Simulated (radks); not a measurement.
Q: These are the eigenvalues of the occupied orbitals of an atom or ion with whole-number occupations (hartree). Method: scalar-relativistic Kohn-Sham, PBE, spin-polarised, spherical densities, finite nucleus; Fermi nuclear charge, rms radius of each element as measured or else 0.836 A^(1/3) + 0.57 fm; computed with a radial shooting solver on a logarithmic mesh with Libxc functionals.

1s up: -919.4707
1s down: -919.3952
2s up: -191.3442
2s down: -191.2415
2p up: -179.4268
2p down: -179.3371
3s up: -77.36709

Which element is it, and in what charge state? The configuration may be excited. Open shells, if any, are filled with parallel spins first.

A: Z = 45, rhodium, charge +34: Rh34+ in [Ne] 3s1. The list shows which subshells hold electrons but not how many an open one holds; the 1s level, -919.47 hartree, gives Z - s = 42.9 by -(Z - s)^2/2, which with screening and relativity narrows Z to a few neighbours, and the depths of the outer levels then fix element, charge and occupations together.
